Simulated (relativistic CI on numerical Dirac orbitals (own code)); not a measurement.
**Er XXVII: q coefficients and field-shift factors**

These numbers are calculated, not measured: Dirac-Coulomb-Breit CI, orbitals from a KLI potential per configuration, derivatives by finite differences, unscaled Slater integrals, QED left out (own radial code, finite nucleus).

Configurations in the expansion (outside the closed core [Ar] 3d10): 4s2.4p6.4d6, 4s2.4p5.4d7, 4s2.4p4.4d8, 4s.4p6.4d7, 4p6.4d8, 4s2.4p6.4d5.5s, 4s.4p5.4d8, 4s2.4p6.4d5.5p. Levels of other configurations are missing.

With x = (α/α₀)² − 1 an excitation energy changes as ω = ω₀ + qx; K = 2q/ω₀ is the relative enhancement. Terms are leading LS components, so labels can repeat. The field-shift factor is F = δν/δ⟨r²⟩ for the transition from the lowest level.

Lowest level 4s2.4p6.4d6 5D_4.

| Level | ω₀ (cm⁻¹) | q (cm⁻¹) | F (GHz/fm²) |
| --- | --- | --- | --- |
| 4s2.4p6.4d6 3P_2 | 17881 | -312 | -0.407 |
| 4s2.4p6.4d6 3P_0 | 51122 | 21870 | 0.484 |
| 4s2.4p6.4d6 5D_3 | 63688 | 82380 | 1.69 |
| 4s2.4p6.4d6 5D_1 | 74513 | 83510 | 1.6 |
| 4s2.4p6.4d6 5D_4 | 78430 | 67040 | 1.53 |
| 4s2.4p6.4d6 3G_5 | 101266 | 72860 | 1.72 |
| 4s2.4p6.4d6 3H_6 | 103741 | 73740 | 1.86 |
| 4s2.4p6.4d6 3F_2 | 112499 | 76480 | 1.14 |
| 4s2.4p6.4d6 3F_3 | 116390 | 79300 | 1.64 |
| 4s2.4p6.4d6 5D_2 | 138251 | 122600 | 2.47 |
| 4s2.4p6.4d6 3P_0 | 147178 | 68630 | 1.26 |
| 4s2.4p6.4d6 3D_1 | 147180 | 87550 | 1.82 |
| 4s2.4p6.4d6 3G_4 | 149021 | 90260 | 2.15 |

At this charge energies of transitions that change n are usually good to better than 1 %, and those within a shell (Δn = 0) to a few per cent. Terms inside the open d or f shell come out 10 to 20 % too wide with unscaled integrals.

(1) Which transition from the lowest level has the largest |K|?

## Answers

(1) 4s2.4p6.4d6 5D_3 at 63688 cm⁻¹, K = 2.59.
